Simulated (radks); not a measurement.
Species: Ho3+. Configuration: [Xe] 4f10 (the NIST ground configuration). Method: scalar-relativistic Kohn-Sham, PBE, spin-unpolarised, spherical densities, finite nucleus; Fermi nuclear charge, rms radius 5.2022 fm; computed with a radial shooting solver on a logarithmic mesh with Libxc functionals.

Normalised radial functions P(r) = r R(r), r in bohr:

```
   r/bohr * 3d, o 4s, + 4p (the largest magnitude, 2.26, reaches the edge; | marks zero, & curves that meet)
 0.001136                             & o
 0.001722                             & o
 0.002611                             &  o
 0.003957                             &   o
 0.005999                             *+   o
 0.009094                             *+   o
  0.01379                             *  +o
   0.0209                             |*o  +
  0.03168                          o  |  *   +
  0.04802                      o      |     *+
  0.07338                       o     |   +        *
   0.1112                        +    |  o                  *
   0.1686                  +          |          o               *
   0.2556                          +  |  o                 *
   0.3875             o               |        *     +
   0.5873            o                | *               +
   0.8903                       o     *      +
     1.35                            o*+
    2.046                             &
    3.101                             &
    4.701                             &
```

3d: eigenvalue -1372.5 eV, 0 radial nodes, <r> = 0.208 bohr, 90 % of the charge inside 0.323 bohr. 4s: eigenvalue -442.71 eV, 3 radial nodes at r = 0.0251, 0.100, 0.270 bohr, <r> = 0.518 bohr, 90 % of the charge inside 0.744 bohr. 4p: eigenvalue -336.15 eV, 2 radial nodes at r = 0.0903, 0.272 bohr, <r> = 0.549 bohr, 90 % of the charge inside 0.799 bohr.
